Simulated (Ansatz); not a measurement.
Q: Name a neutral molecule of Br, Cl, F, Hf, O and H with HOMO–LUMO gap (PBE/def2-TZVPP) between 5.40 and 5.70 eV and size of the dipole moment (ωB97M-V/def2-TZVPP) between 2.70 and 3.00 D (Ansatz, PBE0-D4/def2-TZVP geometry).

A: `[OH][Hf]([F])([Cl])[Br]` (5.42 eV, 2.87 D). Other molecules can fit too; these were computed, each in one conformer that needn't be the lowest.
